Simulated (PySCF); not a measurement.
**Bonding in `C/C=C(\C(=O)Cl)C(C)C`**

Species: C7H11ClO.
Atom-mapped SMILES: `[CH3:1]/[CH:2]=[C:3](\[C:4](=[O:5])[Cl:6])[CH:7]([CH3:8])[CH3:9]` (hydrogens: H10, H11, H12 on C1; H13 on C2; H14 on C7; H15, H16, H17 on C8; H18, H19, H20 on C9)

Geometry (GFN2-xTB, Å), atoms numbered from 1 in this order:
```xyz
20
C7H11ClO angstrom
C      2.092    0.497    1.919
C      1.053    0.848    0.912
C      0.253    0.006    0.261
C      0.263   -1.444    0.489
O      0.472   -2.328   -0.272
Cl    -0.199   -1.850    2.173
C     -0.734    0.463   -0.796
C     -2.141   -0.033   -0.461
C     -0.306   -0.017   -2.183
H      1.809    0.901    2.891
H      2.228   -0.576    2.013
H      3.042    0.951    1.640
H      0.979    1.904    0.681
H     -0.735    1.558   -0.788
H     -2.433    0.288    0.536
H     -2.858    0.364   -1.177
H     -2.184   -1.119   -0.502
H     -0.274   -1.102   -2.219
H     -1.014    0.335   -2.929
H      0.682    0.365   -2.431
```

Bond orders from the PBE0/pcSseg-1 density (PySCF). The structure is a single GFN2-xTB conformer in the gas phase; no vibrational or solvent corrections.

Q: How far do the computed orders between heavy atoms stray from the drawn ones?

A: The largest departure is 0.137, at C2–C3 (drawn double, 1.863).

Q: Set the Mayer orders of the bonds beside their lengths.

A: 
| bond | drawn as | length (Å) | Mayer order |
| --- | --- | --- | --- |
| C1–C2 | single | 1.489 | 1.089 |
| C2–C3 | double | 1.331 | 1.863 |
| C3–C4 | single | 1.468 | 0.904 |
| C4–O5 | double | 1.185 | 2.062 |
| C4–Cl6 | single | 1.792 | 0.970 |
| C3–C7 | single | 1.517 | 1.000 |
| C7–C8 | single | 1.529 | 1.027 |
| C7–C9 | single | 1.529 | 1.018 |
| C1–H10 | single | 1.090 | 0.940 |
| C1–H11 | single | 1.085 | 0.957 |
| C1–H12 | single | 1.089 | 0.942 |
| C2–H13 | single | 1.083 | 0.943 |
| C7–H14 | single | 1.095 | 0.944 |
| C8–H15 | single | 1.088 | 0.965 |
| C8–H16 | single | 1.088 | 0.964 |
| C8–H17 | single | 1.088 | 0.954 |
| C9–H18 | single | 1.086 | 0.952 |
| C9–H19 | single | 1.087 | 0.962 |
| C9–H20 | single | 1.087 | 0.968 |

Bonds between the same two heavy elements. C–C: lowest C3–C4 (0.904, 1.468 Å), highest C2–C3 (1.863, 1.331 Å); in 5 of the 15 pairs the longer bond (by over 0.003 Å) has the higher order (by 0.02 or more).

Q: Sum the orders of all bonds at each heavy atom with more than one neighbour and set the sums beside the valence in the SMILES.

A: C1 3.928 (drawn 4), C2 3.895 (drawn 4), C3 3.767 (drawn 4), C4 3.936 (drawn 4), C7 3.989 (drawn 4), C8 3.910 (drawn 4), C9 3.900 (drawn 4). Orders between atoms that aren't bonded are not in these sums.

For a closed shell the Mayer order of atoms A and B is Σ (PS)μν (PS)νμ over the basis functions μ on A and ν on B, with P the density and S the overlap matrix.
